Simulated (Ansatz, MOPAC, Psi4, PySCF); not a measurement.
Approach curve of the dimer BBr3 ··· H3N (SMILES BrB(Br)Br and N). Monomers: optimised at B3LYP-D3(BJ) (def2-TZVP), held rigid. Orientation: a higher rigid-body minimum at GFN2-xTB. R is the distance of the centres of mass, along which the second monomer moves.

Geometry at R = 2.71 Å (first 4 atoms: monomer A):
```
8

B     -0.0002     0.0001     0.0002
Br    -1.5209    -1.1474    -0.0933
Br    -0.0291     1.6952    -0.8736
Br     1.5502    -0.5478     0.9667
N      1.2636    -0.9965    -2.0937
H      1.6840    -1.8923    -1.8739
H      0.8043    -1.0910    -2.9923
H      2.0178    -0.3292    -2.2088
```

Levels of theory: wB97M-V/def2-TZVP, counterpoise-corrected (Psi4); RHF/6-31G* = restricted Hartree-Fock/6-31G*, spherical d, no counterpoise correction (PySCF); AM1, restricted, heats of formation (MOPAC); CCSD(T)/aug-cc-pVDZ = Ansatz (a program for electronic structure) with CCSD(T) on RHF/aug-cc-pVDZ, cores with 3d frozen, counterpoise-corrected.

Interaction energies in kcal/mol:

```tsv
R / Å	wB97M-V/def2-TZVP	RHF/6-31G*	AM1
2.34	-1.49	2.36	-0.29
2.48	-2.67	0.18	-1.09
2.71	-3.84	-2.12	-2.11
2.89	-4.19	-3.00	-2.23
3.13	-4.11	-3.32	-1.89
3.44	-3.45	-2.97	-1.43
3.69	-2.77	-2.48	-1.17
4.24	-1.51	-1.42	-0.77
4.93	-0.67	-0.61	-0.44
5.93	-0.22	-0.22	-0.20
7.17	-0.07	-0.08	-0.08
```

Question: What does CCSD(T)/aug-cc-pVDZ give at the same points?

Answer: 2.34: 3.34; 2.48: 1.26; 2.71: -1.09; 2.89: -2.13; 3.13: -2.69; 3.44: -2.59; 3.69: -2.22; 4.24: -1.33; 4.93: -0.63; 5.93: -0.22; 7.17: -0.07 (kcal/mol).
